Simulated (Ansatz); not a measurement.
Cu(C2H4)H (C₂H₅Cu), relaxed as a singlet with RKS r2SCAN-D4/def2-TZVP in Ansatz, starting from the GFN2-xTB geometry. Force threshold 0.02 eV/Å.

The relaxation made no stability test and no search for a lower SCF solution.

Start:

```xyz
8

Cu   -0.921   -0.159   -0.981
C     0.771    0.495   -0.166
C     0.119   -0.227    0.805
H     1.616    0.054   -0.692
H     0.755    1.582   -0.134
H    -0.492    0.254    1.553
H     0.362   -1.259    1.001
H    -2.210   -0.741   -1.386
```

```csv
step,energy (eV),largest force component (eV/Å),SCF passes
1,-46794.7729,1.019,19
2,-46794.8655,0.543,23
3,-46794.9298,0.684,28
4,-46794.9399,0.358,21
5,-46794.9418,0.024,23
6,-46794.9419,0.008,24
```

Force components are those of the run's own axes.

End:

```xyz
8

Cu   -1.0124   -0.2819   -0.7909
C     0.7858    0.4874   -0.1223
C     0.1936   -0.2138    0.8851
H     1.5271    0.0286   -0.7698
H     0.6627    1.5627   -0.2100
H    -0.4203    0.2802    1.6323
H     0.4440   -1.2538    1.0726
H    -2.1803   -0.6094   -1.6970
```

By distances, no bond broke or formed. The bond that changes most is Cu1–C2, from 1.99 to 2.07 Å (atoms count from 1).

No frequencies were taken in this run, so the end may be a saddle point.

Hardware: 4 threads of Arm Neoverse V1 on a shared host. Wall time 12 s.
